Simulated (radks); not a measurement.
Task: The mean radii <r> (bohr) of the occupied orbitals of an atom or ion are listed with their occupations. Method: scalar-relativistic Kohn-Sham, PBE, spin-polarised, spherical densities, point nucleus; computed with a radial shooting solver on a logarithmic mesh with Libxc functionals.

orbital  occ.     <r>
1s up       1  0.1995
1s down     1  0.1984
2p up       3  0.9178

Name the element and its charge. Open shells, if any, are filled with parallel spins first.

Result: Z = 8, oxygen, charge +3: O3+ in [He] 2p3. The 1s radius gives Z: for a bare nucleus <r> = (2 gamma + 1)/(2Z) with gamma = sqrt(1 - (Z/c)^2), 0.1873 bohr for Z = 8, and screening makes it slightly larger (0.1995 here). The occupations add up to 5, and the charge is Z minus that.
